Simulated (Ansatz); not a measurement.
`C=C([SiH3])CCl`, charge 0, multiplicity 1.

Task: Give a relaxed structure at PBE0-D4/def2-TZVP (Ansatz 0.2.0). (Best estimate.)

Result: The calculation gave: 
Z-matrix (Å, degrees):
```
Si
C 1 1.876
H 1 1.488 2 109.5
H 1 1.486 2 107.8 3 119.3
H 1 1.484 2 112.0 3 -120.5
C 2 1.493 1 119.6 3 45.3
C 2 1.332 1 120.6 3 -133.4
Cl 6 1.794 2 111.5 1 56.8
H 6 1.090 2 111.9 1 176.6
H 6 1.091 2 111.5 1 -60.8
H 7 1.085 2 121.9 1 1.3
H 7 1.088 2 121.7 1 -179.0
```
This is one stationary point; other conformers may exist.
